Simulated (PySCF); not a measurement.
Bond curve of RuCl

Set-up: PySCF, spin-free X2C with a Gaussian nucleus, basis sets Ru x2c-SVPall, Cl x2c-SVPall. Energies in eV from Ru (4d7 5s1) + Cl in their ground configurations at the same level. State: quartet, unpaired electrons σ ↑, π ↑, δ ↑, a mixture of terms (⟨Lz²⟩ = 4.4).

All columns are PBE0. A positive dipole means Ru(−)Cl(+).

| R (Å) | E (eV) | μ (D) | Mulliken charge on Ru (basis-dependent) | HOMO (eV) | LUMO (eV) | Mayer bond order | ⟨S²⟩ |
| --- | --- | --- | --- | --- | --- | --- | --- |
| 1.961 | -2.515 | -3.10 | 0.20 | -5.30 | -2.54 | 1.48 | 3.76 |
| 2.052 | -3.073 | -3.57 | 0.23 | -5.45 | -2.53 | 1.39 | 3.76 |
| 2.143 | -3.370 | -4.04 | 0.25 | -5.59 | -2.55 | 1.31 | 3.76 |
| 2.212 | -3.473 | -4.38 | 0.27 | -5.68 | -2.65 | 1.26 | 3.76 |
| 2.280 | -3.499 | -4.70 | 0.29 | -5.77 | -2.79 | 1.22 | 3.76 |
| 2.348 | -3.469 | -5.02 | 0.30 | -5.86 | -2.92 | 1.19 | 3.76 |
| 2.440 | -3.365 | -5.43 | 0.32 | -5.97 | -3.08 | 1.15 | 3.76 |
| 2.554 | -3.165 | -5.92 | 0.34 | -6.10 | -3.27 | 1.10 | 3.76 |
| 2.690 | -2.868 | -6.46 | 0.36 | -6.24 | -3.47 | 1.06 | 3.77 |
| 2.873 | -2.437 | -7.09 | 0.38 | -6.35 | -3.72 | 1.00 | 3.78 |

A fit through these points gives, at Re = 2.275 Å, μ = -4.68 D and dμ/dR = -4.73 D/Å; the reduced mass is 26.03 u.

Q: How strong is the fundamental in the double-harmonic approximation, I = 42.26·(dμ/dR)²/μred km/mol?

A: I = 42.26·(-4.73)²/26.03 = 36.3 km/mol at PBE0.

The metal atom is held in its measured ground configuration; semilocal functionals can put another filling of s and d lower by some tenths of an eV, and De to that atom would be smaller. These are scalar-relativistic numbers at best; spin–orbit coupling would shift them, the dissociation energy most. The state is the lowest single determinant that the PBE0 search found; with open d or f shells the true ground state can be another one.
